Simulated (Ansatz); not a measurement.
Program: Ansatz. Geometries: PBE0-D4/def2-TZVP. ΔE: electronic, gas phase. CBS: MP2 limit from def2 TZ/QZ plus the TZ coupled-cluster correction, frozen cores. This one scheme is used for every species. DFT in def2-TZVPP. B3LYP here is the variant with VWN-RPA as its local correlation; programs differ in this. HSE06 is defined as in plane-wave codes. For Ge outer-core shells are correlated without core-valence functions, which leaves a few kJ/mol of doubt a bond. Scalar relativity is left out up to krypton. Each species was taken in one conformer, which may not be the lowest.

`[SiH3]OB(S)Cl` + `[OH][GeH]` → `[SiH3]OBCl` + `[OH][Ge][SH]`  (redistribution)

| level | ΔE (kcal/mol) | difference from CCSD(T)/CBS |
| --- | --- | --- |
| LDA (SPW92) | -13.5 | 1.0 |
| PBE-D4 | -14.5 | 0.0 |
| BLYP-D4 | -15.3 | -0.8 |
| r2SCAN-D4 | -14.7 | -0.2 |
| B97M-V | -12.0 | 2.5 |
| PBE0-D4 | -14.0 | 0.5 |
| B3LYP-D4 | -14.9 | -0.4 |
| r2SCANh-D4 | -14.6 | -0.1 |
| r2SCAN0-D4 | -14.4 | 0.1 |
| HSE06-D4 | -14.1 | 0.4 |
| BHLYP-D4 | -14.7 | -0.2 |
| CAM-B3LYP-D4 | -13.9 | 0.6 |
| ωB97X-V | -13.4 | 1.1 |
| B2PLYP | -15.0 | -0.5 |
| PBE-QIDH | -13.9 | 0.6 |
| PBE | -15.0 | -0.5 |
| revPBE | -15.3 | -0.8 |
| BLYP | -16.3 | -1.8 |
| r2SCAN | -14.9 | -0.4 |
| PBE0 | -14.5 | 0.0 |
| B3LYP | -15.6 | -1.1 |
| r2SCAN0 | -14.6 | -0.1 |
| BHLYP | -15.1 | -0.6 |
| CAM-B3LYP | -14.4 | 0.1 |
| LC-ωPBE | -12.7 | 1.8 |
| RPA@PBE/def2-TZVPP | -12.6 | 1.9 |
| HF/def2-SVP | -12.4 | 2.1 |
| MP2/def2-SVP | -10.1 | 4.4 |
| CCSD/def2-SVP | -9.7 | 4.8 |
| CCSD(T)/def2-SVP | -9.7 | 4.8 |
| MP2/def2-TZVPP | -14.0 | 0.5 |
| SCS-MP2/def2-TZVPP | -13.8 | 0.7 |
| CCSD/def2-TZVPP | -13.3 | 1.2 |
| CCSD(T)/def2-TZVPP | -13.4 | 1.1 |
| HF/def2-QZVPP | -14.8 | -0.3 |
| MP2/def2-QZVPP | -14.7 | -0.2 |
| SCS-MP2/def2-QZVPP | -14.4 | 0.1 |
| HF/CBS(def2) | -14.8 | -0.3 |
| MP2/CBS(def2) | -15.1 | -0.6 |
| CCSD/CBS(def2) | -14.4 | 0.1 |
| CCSD(T)/CBS | -14.5 | 0 |

Problem. What do rigid-rotor, harmonic-oscillator terms from PBE0-D4/def2-TZVP frequencies (298.15 K, 1 bar) make of the CCSD(T)/CBS value? (Best estimate.)

Solution. The calculation gave: ΔZPE = +1.1 kcal/mol, ΔH = -13.5 kcal/mol, ΔS = -6 J/(mol·K), ΔG = -13.1 kcal/mol. Modes under 50 cm⁻¹ make the entropy rough.

Largest T1 diagnostic among the species: 0.016.

At CCSD(T), def2-SVP lies +4.8 kcal/mol from the extrapolated value and def2-TZVPP +1.1 kcal/mol. The D4 term adds +0.7 kcal/mol with B3LYP and +0.4 kcal/mol with PBE0; it sums over pairs of atoms, weighted by their polarisabilities, and B3LYP, whose exchange is more repulsive, gets the larger term.
